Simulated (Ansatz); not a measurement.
Molecular dynamics of CH10Si3

input.yaml

```yaml
crystal:
  periodic: [false, false, false]
  atoms:
    - { symbol: Si, position_ang: [0.075272, -0.058421, 0.00922] }
    - { symbol: H, position_ang: [0.086742, -0.21562, 1.501333] }
    - { symbol: C, position_ang: [1.847231, 0.069698, -0.64533] }
    - { symbol: H, position_ang: [2.423357, -0.836717, -0.399972] }
    - { symbol: H, position_ang: [1.851352, 0.191798, -1.740042] }
    - { symbol: H, position_ang: [2.366746, 0.934707, -0.202988] }
    - { symbol: Si, position_ang: [-1.150302, 1.874049, -0.520149] }
    - { symbol: H, position_ang: [-2.553513, 1.766717, -0.013631] }
    - { symbol: H, position_ang: [-0.524755, 3.099842, 0.069385] }
    - { symbol: H, position_ang: [-1.198468, 2.045617, -2.00671] }
    - { symbol: Si, position_ang: [-1.029421, -1.910532, -0.921583] }
    - { symbol: H, position_ang: [-2.418369, -2.023945, -0.379519] }
    - { symbol: H, position_ang: [-1.116493, -1.751824, -2.407262] }
    - { symbol: H, position_ang: [-0.300777, -3.185269, -0.632252] }
basis:
  gaussian: { orbitals: def2-SVP }
hamiltonian:
  xc: r2scan
  dispersion: d4
md:
  timestep: 2.5
  n_steps: 40
  ensemble: nve
  temperature: 700.0
  initial_velocities: maxwell_boltzmann
  seed: 376400
```

Run as:

```bash
$ ansatz run input.yaml --threads 4 --pin off --max-ram 5120MiB --backend cpu --events-out ev --progress --plain --runs-dir out
```

It starts from a relaxed structure.

Output, in part (step lines, the closing report, with atoms numbered from 0):

```
md step     0: t =     0.00 fs  T =   700.0 K  F+E_penalty+E_count = -24821.76383862 eV  E_kin = 1.085784 eV  conserved = -24820.67805463 eV  (27 SCF iters)
[... lines left out ...]
Total energy: -24821.16734949 eV, -912.1610757022 hartree
Atom 0 at     0.092374    -0.075356     0.032919 Å, force     0.093005     0.545154    -2.791322 eV/Å
Atom 1 at     0.099336    -0.164103     1.402752 Å, force    -0.076744    -0.196047     2.887858 eV/Å
Atom 2 at     1.878708     0.077064    -0.545830 Å, force     0.509977    -0.470464    -1.403474 eV/Å
Atom 3 at     2.342551    -0.915435    -0.736237 Å, force    -0.070060     0.064909     0.704018 eV/Å
Atom 4 at     2.015455     0.495153    -1.569883 Å, force    -0.440945     0.339023     0.387703 eV/Å
Atom 5 at     2.501560     0.669347     0.130723 Å, force     0.122276     0.013533     0.199778 eV/Å
Atom 6 at    -1.171268     1.821993    -0.577198 Å, force    -0.088270     0.276033    -0.751128 eV/Å
Atom 7 at    -2.371278     1.918105     0.314332 Å, force    -0.015148     0.055539    -0.076332 eV/Å
Atom 8 at    -0.327282     3.050323    -0.421194 Å, force    -0.039125     0.040393     0.173176 eV/Å
Atom 9 at    -1.630189     1.898556    -2.062828 Å, force     0.239783    -0.305146     0.889493 eV/Å
Atom 10 at    -1.034754    -1.862664    -0.923618 Å, force     0.136507     0.203092     0.543223 eV/Å
Atom 11 at    -2.140114    -2.271388    -0.028777 Å, force     0.150142    -0.654491     0.491468 eV/Å
Atom 12 at    -1.889767    -1.299628    -1.926757 Å, force    -0.427950     0.492935    -1.336755 eV/Å
Atom 13 at    -0.103282    -2.854876    -1.513495 Å, force    -0.093448    -0.404465     0.082293 eV/Å
Dipole moment:     0.250373    -0.123686     0.010794 e Å
```

The steps, from the saved trajectory:

```json
{"time (fs)": "0", "T (K)": "700", "potential energy less start (eV)": "0.000", "conserved less start (meV/atom)": "0.00"}
{"time (fs)": "2.5", "T (K)": "507", "potential energy less start (eV)": "0.393", "conserved less start (meV/atom)": "6.72"}
{"time (fs)": "5", "T (K)": "368", "potential energy less start (eV)": "0.592", "conserved less start (meV/atom)": "5.43"}
{"time (fs)": "7.5", "T (K)": "351", "potential energy less start (eV)": "0.624", "conserved less start (meV/atom)": "5.86"}
{"time (fs)": "10", "T (K)": "274", "potential energy less start (eV)": "0.720", "conserved less start (meV/atom)": "4.31"}
{"time (fs)": "12.5", "T (K)": "269", "potential energy less start (eV)": "0.789", "conserved less start (meV/atom)": "8.63"}
{"time (fs)": "15", "T (K)": "465", "potential energy less start (eV)": "0.380", "conserved less start (meV/atom)": "1.09"}
{"time (fs)": "17.5", "T (K)": "378", "potential energy less start (eV)": "0.605", "conserved less start (meV/atom)": "7.59"}
{"time (fs)": "20", "T (K)": "371", "potential energy less start (eV)": "0.597", "conserved less start (meV/atom)": "6.21"}
{"time (fs)": "22.5", "T (K)": "416", "potential energy less start (eV)": "0.508", "conserved less start (meV/atom)": "4.78"}
{"time (fs)": "25", "T (K)": "323", "potential energy less start (eV)": "0.658", "conserved less start (meV/atom)": "5.20"}
{"time (fs)": "27.5", "T (K)": "291", "potential energy less start (eV)": "0.744", "conserved less start (meV/atom)": "7.78"}
{"time (fs)": "30", "T (K)": "386", "potential energy less start (eV)": "0.547", "conserved less start (meV/atom)": "4.28"}
{"time (fs)": "32.5", "T (K)": "345", "potential energy less start (eV)": "0.657", "conserved less start (meV/atom)": "7.56"}
{"time (fs)": "35", "T (K)": "404", "potential energy less start (eV)": "0.552", "conserved less start (meV/atom)": "6.62"}
{"time (fs)": "37.5", "T (K)": "495", "potential energy less start (eV)": "0.365", "conserved less start (meV/atom)": "3.32"}
{"time (fs)": "40", "T (K)": "373", "potential energy less start (eV)": "0.593", "conserved less start (meV/atom)": "6.17"}
{"time (fs)": "42.5", "T (K)": "304", "potential energy less start (eV)": "0.704", "conserved less start (meV/atom)": "6.38"}
{"time (fs)": "45", "T (K)": "281", "potential energy less start (eV)": "0.722", "conserved less start (meV/atom)": "5.21"}
{"time (fs)": "47.5", "T (K)": "179", "potential energy less start (eV)": "0.909", "conserved less start (meV/atom)": "7.17"}
{"time (fs)": "50", "T (K)": "239", "potential energy less start (eV)": "0.812", "conserved less start (meV/atom)": "6.93"}
{"time (fs)": "52.5", "T (K)": "350", "potential energy less start (eV)": "0.600", "conserved less start (meV/atom)": "4.04"}
{"time (fs)": "55", "T (K)": "287", "potential energy less start (eV)": "0.745", "conserved less start (meV/atom)": "7.48"}
{"time (fs)": "57.5", "T (K)": "329", "potential energy less start (eV)": "0.645", "conserved less start (meV/atom)": "4.88"}
{"time (fs)": "60", "T (K)": "326", "potential energy less start (eV)": "0.654", "conserved less start (meV/atom)": "5.25"}
{"time (fs)": "62.5", "T (K)": "222", "potential energy less start (eV)": "0.848", "conserved less start (meV/atom)": "7.60"}
{"time (fs)": "65", "T (K)": "274", "potential energy less start (eV)": "0.754", "conserved less start (meV/atom)": "6.62"}
{"time (fs)": "67.5", "T (K)": "343", "potential energy less start (eV)": "0.628", "conserved less start (meV/atom)": "5.34"}
{"time (fs)": "70", "T (K)": "321", "potential energy less start (eV)": "0.686", "conserved less start (meV/atom)": "7.07"}
{"time (fs)": "72.5", "T (K)": "409", "potential energy less start (eV)": "0.515", "conserved less start (meV/atom)": "4.53"}
{"time (fs)": "75", "T (K)": "406", "potential energy less start (eV)": "0.531", "conserved less start (meV/atom)": "5.39"}
{"time (fs)": "77.5", "T (K)": "290", "potential energy less start (eV)": "0.743", "conserved less start (meV/atom)": "7.66"}
{"time (fs)": "80", "T (K)": "305", "potential energy less start (eV)": "0.694", "conserved less start (meV/atom)": "5.81"}
{"time (fs)": "82.5", "T (K)": "299", "potential energy less start (eV)": "0.703", "conserved less start (meV/atom)": "5.83"}
{"time (fs)": "85", "T (K)": "245", "potential energy less start (eV)": "0.802", "conserved less start (meV/atom)": "6.95"}
{"time (fs)": "87.5", "T (K)": "307", "potential energy less start (eV)": "0.674", "conserved less start (meV/atom)": "4.63"}
{"time (fs)": "90", "T (K)": "325", "potential energy less start (eV)": "0.657", "conserved less start (meV/atom)": "5.45"}
{"time (fs)": "92.5", "T (K)": "304", "potential energy less start (eV)": "0.715", "conserved less start (meV/atom)": "7.13"}
{"time (fs)": "95", "T (K)": "381", "potential energy less start (eV)": "0.562", "conserved less start (meV/atom)": "4.75"}
{"time (fs)": "97.5", "T (K)": "385", "potential energy less start (eV)": "0.572", "conserved less start (meV/atom)": "5.98"}
{"time (fs)": "100", "T (K)": "377", "potential energy less start (eV)": "0.597", "conserved less start (meV/atom)": "6.79"}
```

All steps were run. The conserved energy wandered by up to 8.6 meV per atom (net 6.8 meV per atom), which is poor conservation. Over the second half the temperature averaged 0.46 of the 700 K drawn at the start: a run that starts near a minimum puts about half its kinetic energy into the potential. A step of 2.5 fs is long for free X–H stretches (periods near 10 fs) and can bias their spread and the temperature. A run of 0.1 ps of so small a system gives no equilibrium averages.

The same pairs are bonded in the first frame and the last. Pairs count as bonded within 1.25 times the sum of covalent radii (0.12 Å more for H–H).

Last frame:

```xyz
14
Properties=species:S:1:pos:R:3
Si 0.092 -0.075 0.033
H 0.099 -0.164 1.403
C 1.879 0.077 -0.546
H 2.343 -0.915 -0.736
H 2.015 0.495 -1.570
H 2.502 0.669 0.131
Si -1.171 1.822 -0.577
H -2.371 1.918 0.314
H -0.327 3.050 -0.421
H -1.630 1.899 -2.063
Si -1.035 -1.863 -0.924
H -2.140 -2.271 -0.029
H -1.890 -1.300 -1.927
H -0.103 -2.855 -1.514
```

Run time: 97 s on 4 threads of Arm Neoverse V2 (shared host), peak memory 0.19 GiB.
